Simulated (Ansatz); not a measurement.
A nudged elastic band was laid between two geometries of FH + H2O + H4Sn (10 atoms, charge 0, multiplicity 1).

The calculation used UKS PBE0-D4/def2-SVP (Ansatz 0.2.0).

```json
{"movable images": "3", "climbing image": "yes", "spring": "5.0 eV/Å²", "optimiser": "quadratic models (default)", "start path": "through a guess of the saddle point", "force threshold": "0.03 eV/Å", "iteration limit": "60", "end points": "relaxed"}
```

Image 0:

```xyz
10
Properties=species:S:1:pos:R:3
Sn -0.826 -1.193 -0.315
H 0.853 -0.914 -0.655
H -1.042 -2.833 -0.799
H -1.136 -1.073 1.353
H -1.789 -0.210 -1.319
H 0.584 1.605 0.775
O -0.342 1.593 0.487
H 1.803 0.075 0.135
F 2.251 0.753 0.602
H -0.356 2.197 -0.263
```

Image 4:

```xyz
10
Properties=species:S:1:pos:R:3
Sn -1.368 -0.609 0.090
H 2.505 -0.085 -1.355
H -0.299 -1.756 -0.579
H -1.726 -0.820 1.736
H -2.761 -0.398 -0.887
H 0.762 0.783 0.940
O -0.449 1.203 0.070
H 2.259 -0.040 -0.635
F 1.331 0.184 1.432
H -0.254 1.539 -0.813
```

**Question.** Which bonds break or form, and what moves?

**Answer.** Bonds broken: Sn1–H2, H6–O7, H8–F9. Bonds formed: Sn1–O7, H2–H8, H6–F9. FH + H2O + H4Sn becomes FH + H2 + H4OSn.

**Question.** What energy profile does the band end with?

**Answer.** It converged. The highest image is number 1 of 0 to 4, 102.9 kJ/mol above the first end and 101.7 kJ/mol above the last; the last end lies 1.2 kJ/mol above the first. The order of the stationary point at the top wasn't checked. So few images can step over the top or miss a turn of the path. The orbitals stay closed-shell, which can raise the energy where a bond breaks towards radicals; this wasn't checked here.

| image | path coordinate (Å) | energy (kJ/mol) | Sn1–H2 (Å) | H6–O7 (Å) | H8–F9 (Å) |
| --- | --- | --- | --- | --- | --- |
| 0 | 0.00 | 0.0 | 1.74 | 0.97 | 0.94 |
| 1 | 2.66 | 102.9 | 2.06 | 1.10 | 1.23 |
| 2 | 4.64 | 8.5 | 3.41 | 1.58 | 2.17 |
| 3 | 6.62 | 4.7 | 4.24 | 1.56 | 2.23 |
| 4 | 8.60 | 1.2 | 4.17 | 1.55 | 2.28 |

**Question.** What is the geometry of the highest image?

**Answer.** 
```xyz
10
Properties=species:S:1:pos:R:3:forces:R:3
Sn -0.887 -0.792 -0.122 -0.01 0.00 0.00
H 0.996 -0.923 0.692 0.01 0.01 -0.01
H -0.241 -1.692 -1.426 0.00 0.00 0.00
H -1.349 -1.608 1.307 0.00 0.00 0.00
H -2.316 -0.013 -0.736 0.00 0.00 0.00
H 0.923 1.258 0.082 0.00 0.01 -0.01
O -0.180 1.249 0.134 -0.03 -0.02 0.03
H 1.574 -0.215 0.429 -0.01 -0.01 0.01
F 2.092 0.843 0.078 0.01 0.02 -0.01
H -0.612 1.895 -0.437 0.02 0.01 -0.01
```

The band took 43 iterations and roughly 8 core-minutes.

The run took 4.2 min on 2 threads of AMD EPYC 9R14 (Zen 4), on a shared host, peak memory 0.27 GiB.
